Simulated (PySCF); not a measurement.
C3H8As, SMILES [AsH2][C](C)C, multiplicity 2.

Geometry: B3LYP-D3(BJ)/def2-SVP. The isomer is the one that the SMILES or the coordinates give; other isomers of the formula were not compared.

Calculation: TDA-PBE/def2-SVPD run with PySCF.

Vertical excitations. Gas-phase values at a fixed geometry.

```tsv
state	energy (eV)	λ (nm)	f	main pairs
root 1	3.43	361	0.012	α HOMO→LUMO 97 %
root 2	3.77	328	0.004	α HOMO→LUMO+1 98 %
root 3	4.08	304	0.020	α HOMO→LUMO+2 98 %
root 4	4.13	300	0.048	β HOMO→LUMO 93 %
root 5	4.74	261	0.002	α HOMO→LUMO+3 98 %
root 6	4.93	252	0.000	α HOMO→LUMO+4 100 %
root 7	5.48	226	0.023	β HOMO−1→LUMO 95 %
root 8	5.64	220	0.001	α HOMO→LUMO+5 96 %
root 9	5.71	217	0.002	α HOMO−1→LUMO 30 %, β HOMO→LUMO+1 61 %
root 10	5.84	212	0.002	α HOMO−1→LUMO+1 38 %, β HOMO→LUMO+2 57 %
```
Unrestricted roots are not spin-pure.
